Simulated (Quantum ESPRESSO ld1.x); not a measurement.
Task: The aim is the strontium ion Sr3+ in [Ar] 3d10 4s2 4p5. This ld1.x (Quantum ESPRESSO 7.5) run was made with `OMP_NUM_THREADS=1 ld1.x < ld1.in > ld1.out`. Can the result be used? Name any fault.

```
 &input
    zed=38.0,
    iswitch=1,
    rel=1,
    dft='PZ',
    config='[Ar] 3d10 4s2 4p5',
    beta=2.0,
    prefix='ld1',
    max_out_wfc=37,
    file_charge='ld1.rho',
 /
```

Output (excerpt):

```
     Program LD1 v.7.5 starts

     --------------------------- All-electron run ----------------------------

     scalar relativistic calculation

     atomic number is 38.00
     dft =PZ   lsd =0 sic =0 latt =0  beta=2.00 tr2=1.0E-14
     Exchange-correlation= PZ
                           (   1   1   0   0   0   0   0)
     mesh =2031 r(mesh) =  99.72474 a.u. xmin = -8.00 dx = 0.00800
     1 Ry =  13.60569312 eV, c = 137.03599908

     n l     nl                  e(Ry)          e(Ha)          e(eV)
     1 0     1S 1( 2.00)     -1171.8590      -585.9295    -15943.9534
     2 0     2S 1( 2.00)      -160.6574       -80.3287     -2185.8559
     2 1     2P 1( 6.00)      -143.1299       -71.5650     -1947.3816
     3 0     3S 1( 2.00)       -26.6864       -13.3432      -363.0872
     3 1     3P 1( 6.00)       -21.0294       -10.5147      -286.1201
     3 2     3D 1(10.00)       -11.6555        -5.8277      -158.5806
     4 0     4S 1( 2.00)        -5.0842        -2.5421       -69.1735
     4 1     4P 1( 5.00)        -3.6989        -1.8494       -50.3259

     final scf error:  9.3E-15 reached in  19 iterations

     Etot =   -6347.171148 Ry,   -3173.585574 Ha,  -86357.662835 eV

     Ekin =    6507.085246 Ry,    3253.542623 Ha,   88533.404981 eV
     Encl =  -15217.472998 Ry,   -7608.736499 Ha, -207044.267718 eV
     Eh   =    2563.898792 Ry,    1281.949396 Ha,   34883.620162 eV
     Exc  =    -200.682188 Ry,    -100.341094 Ha,   -2730.420260 eV
```

Result: Yes, it can be used (harmless). The line at issue: beta=2.0. The Broyden-type mixing copes: 19 iterations against 29, same energy.
